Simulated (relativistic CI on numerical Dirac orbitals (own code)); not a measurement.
Cr2+ in a cubic cluster: 1s photoemission with charge transfer

Computed with a charge-transfer multiplet model of a cubic metal-ligand cluster with up to 2 ligand holes, Slater and spin-orbit integrals from Dirac-Coulomb-Breit ions, Slater integrals scaled by 0.7. The parameters are those of a tetrahedral site (10Dq negative, t2 hopping the larger). The ground state mixes d4 with configurations of k ligand holes L, whose averages lie at kΔ + k(k − 1)U_dd/2; a core hole lowers each added d electron by U_cd. 20 K, Lorentzian 1.1 eV and Gaussian 0.6 eV FWHM.

Atomic integrals in eV (Slater integrals scaled, ζ unscaled), ground: F2dd 6.716, F4dd 4.172, zeta_d 0.027; with the core hole: F2dd 8.004, F4dd 5.008, zeta_d 0.045, G2cd 0.038.

Cluster parameters (eV): U_dd = 5.3, U_cd = 6.7, 10Dq = -0.35, 10Dq(ligand) = 0, V(eg) = 0.7, V(t2g) = -1.19, final-state hopping factor = 0.8.

```tsv
Case	n_d	d4	d5L	d6L2	S
Δ = 3.7 eV	4.27	0.74	0.25	0.01	2.00
Δ = 5.7 eV	4.15	0.86	0.14	0.00	2.00
Δ = 8.7 eV	4.07	0.93	0.07	0.00	2.00
```

Weights, n_d and S are thermal averages at 20 K. Binding energies count from the first peak over 30 % of the highest in each spectrum, which can be another peak from case to case. The parameters are a model scan and need not match a compound or its usual spin state. Peaks in eV (height, largest 100):
- Δ = 3.7 eV: 0.0 (100), 2.5 (57), 5.8 (71)
- Δ = 5.7 eV: 0.0 (100), 2.3 (96), 4.9 (54)
- Δ = 8.7 eV: 0.0 (100), 2.0 (34), 4.6 (7)

For the case Δ = 5.7 eV, Δ = 5.7 eV is larger than U_dd = 5.3 eV, the Mott-Hubbard side of the Zaanen-Sawatzky-Allen scheme. With the core hole the configuration with one ligand hole lies at Δ − U_cd = -3.0, -1.0, 2.0 eV from the one without, in the order of the table; where this is negative the screened configuration lies lower, though the effective hopping of about 2.0 eV (from the holes of the mixed ground state) mixes the two strongly wherever it is as large as the gap.
